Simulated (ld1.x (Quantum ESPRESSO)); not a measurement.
# silver, ultrasoft: configuration errors across variants

```json
{"Element": "silver (Ag)", "Generator": "ld1.x (Quantum ESPRESSO) 7.5", "Type": "ultrasoft", "Functional": "LDA (PZ)", "Relativity": "scalar-relativistic", "Frozen core": "[Kr]", "Valence charge": "11", "Reference configuration": "4d10 5s0 5p1", "Partial waves": "5s (bound, empty): rcut 1.80, rcutus 2.10 bohr; 5s channel at 0.3 Ry: rcut 1.80, rcutus 2.10 bohr; 5p (bound): rcut 2.45, rcutus 3.40 bohr; 5p channel at 1.25 Ry: rcut 2.45, rcutus 3.40 bohr; 4d (bound): rcut 1.05, rcutus 1.40 bohr; 4d channel at 0.7 Ry: rcut 1.05, rcutus 1.40 bohr", "Local potential": "all-electron potential smoothed inside 2.15 bohr (lloc = -1)", "Core correction": "Bessel-smoothed model core inside 0.70 bohr", "Augmentation charge": "built from norm-conserving waves at rcut, not smoothed further"}
```

All-electron excitation energies from the reference (eV): (1) 4d10 5s1 5p0 -4.021; (2) 4d10 5s0 5p0 4.081; (3) 4d9 5s0 5p0 26.464; (4) 4d8 5s0 5p0 62.898; (5) 4d10 5s0.5 5p0 -0.835.

Tests that are not counted but printed errors over 1 eV. “base”: 4d9 5s1 5p0 (pseudo-atom not self-consistent, printed error -102 eV). “wave 4d channel at 0.7 Ry: rcut 1.05, rcutus 1.40 bohr becomes 4d channel at -0.08 Ry: rcut 1.05, rcutus 1.40 bohr”: 4d9 5s1 5p0 (pseudo-atom not self-consistent, printed error +5.3 eV); 4d9 5s2 5p0 (solver errors, printed error -1030 eV). “waves 4d (bound): rcut 1.05, rcutus 1.92 bohr; 4d channel at 0.7 Ry: rcut 1.05, rcutus 1.92 bohr”: 4d9 5s1 5p0 (solver errors, printed error -835 eV); 4d9 5s2 5p0 (solver errors, printed error -933 eV). “core correction Bessel-smoothed model core inside 1.26 bohr”: 4d9 5s1 5p0 (pseudo-atom not self-consistent, printed error +6.9 eV); 4d9 5s2 5p0 (solver errors, printed error -918 eV).

2 further variants failed, have other tests or too few solved ones, and are left out.

A true bound ghost makes a file unfit for plane-wave use even where its test errors are small: the radial tests pick states by their node count and pass the ghost by.

Errors AE − PS in meV (a dash: test not solved or not reliable):

```csv
change,(1),(2),(3),(4),(5),bound ghosts
base,-0.2,-4.1,-35,-265,-0.3,none
"waves 5s (bound): rcut 1.80, rcutus 2.82 bohr; 5s channel at 0.3 Ry: rcut 1.80, rcutus 2.82 bohr",-0.2,-4.1,-35,-265,-0.3,none
local potential all-electron potential smoothed inside 1.70 bohr (lloc = -1),-0.1,-4.2,-35,-264,-0.3,s
"wave 4d channel at 0.7 Ry: rcut 1.05, rcutus 1.40 bohr becomes 4d channel at -0.08 Ry: rcut 1.05, rcutus 1.40 bohr",-0.2,-4.1,-35,-265,-0.3,none
"waves 4d (bound): rcut 1.05, rcutus 1.92 bohr; 4d channel at 0.7 Ry: rcut 1.05, rcutus 1.92 bohr",-0.3,-4.1,-36,-270,-0.3,none
"type PAW; local potential all-electron potential smoothed inside 1.15 bohr (lloc = -1); augmentation BESSEL, radius 0.90 bohr",+1.6,+3.8,-60,-341,+3.0,"p, s"
core correction Bessel-smoothed model core inside 1.26 bohr,-0.2,-4.1,-35,-266,-0.3,none
```

Q: Give the same row for: local potential all-electron potential smoothed inside 3.14 bohr (lloc = -1).

A: –, -4.2, -36, -279, -0.3; bound ghosts: none. Not counted: 4d10 5s1 5p0 (solver errors, printed error -1034 eV); 4d10 5s1 5p0 (spin-polarised) (solver errors, printed error -1034 eV).
